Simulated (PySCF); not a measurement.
## C4H2ClFS: core ionisation energies

C4H2ClFS.
Z-matrix (Å and degrees, GFN2-xTB geometry), rows numbered from 1:
```
F 
C   1  1.3386
C   2  1.3574  1  123.14
S   3  1.7185  2  110.86  1  -179.99
C   4  1.7353  3   91.11  2    -0.02
Cl  5  1.7054  4  120.77  3  -179.99
C   5  1.3601  4  112.48  3     0.02
H   3  1.0706  2  128.26  1     0.02
H   7  1.0734  2  124.11  1    -0.01
```

Computed with delta-SCF UKS SCAN, pcX-2 on the ionised atom, pcseg-1 elsewhere, spin-free X2C (PySCF 2.14.0). Binding energies are ΔSCF values: E(core-ionised, relaxed orbitals) − E(ground state) at a fixed geometry, referred to the vacuum level.

What binding energy does each computed site have?

| atom(s) | environment | level | binding energy (eV) | 2p1/2 (eV) | above the level's lowest (eV) | count |
| --- | --- | --- | --- | --- | --- | --- |
| Cl6 | aryl chlorine | Cl 1s | 2829.52 | – | 0.00 | 1 |
| S4 | thiophene-type sulfur | S 1s | 2478.56 | – | 0.00 | 1 |
| F1 | aryl fluorine | F 1s | 693.29 | – | 0.00 | 1 |
| C2 | aromatic C–F carbon | C 1s | 293.07 | – | +2.15 | 1 |
| C5 | aromatic C–Cl carbon | C 1s | 292.53 | – | +1.61 | 1 |
| C3 | aromatic CH next to a ring sulfur | C 1s | 291.01 | – | +0.09 | 1 |
| C7 | aromatic CH carbon | C 1s | 290.92 | – | 0.00 | 1 |
| Cl6 | aryl chlorine | Cl 2p3/2 | 206.89 | 208.54 | 0.00 | 1 |

Lowest listed C 1s: C7, bonded to 2 C (aromatic in the SMILES) and H. Highest, 2.15 eV above it: C2, bonded to F and 2 C (aromatic in the SMILES). The widest gap between neighbouring values is 1.52 eV, between 291.01 and 292.53 eV. Summing the Pauling electronegativity differences to the bonded atoms, each weighted by its formal bond order, gives -0.35 for the lowest site and +1.43 for the highest; no listed site has a larger sum than the highest.

Express the binding energy of Cl 1s of Cl6 in atomic units and per mole.

2829.52 eV = 103.9829 Eh = 273007 kJ/mol.

Which effective nuclear charge Zeff reproduces each element's mean 1s value in the hydrogen-like formula E = 13.606 eV × Zeff²?

C (Z = 6): mean 291.9 eV, Zeff = 4.63, Z − Zeff = 1.37; F (Z = 9): mean 693.3 eV, Zeff = 7.14, Z − Zeff = 1.86; S (Z = 16): mean 2478.6 eV, Zeff = 13.50, Z − Zeff = 2.50; Cl (Z = 17): mean 2829.5 eV, Zeff = 14.42, Z − Zeff = 2.58. Means run over the listed sites, weighted by atom count.

Not every level is listed. Spin–orbit coupling isn't in the SCF: each 2p doublet comes from a relaxed spin-free hole plus a matrix of the shell (mean-field spin–orbit coupling and the ground-state 2p splitting), with 2p3/2 averaged over its two sublevels. 2p1/2 minus 2p3/2 (ligand field included): Cl 1.66 eV. Geometry: GFN2-xTB; no solvent, vibrations or thermal averaging.
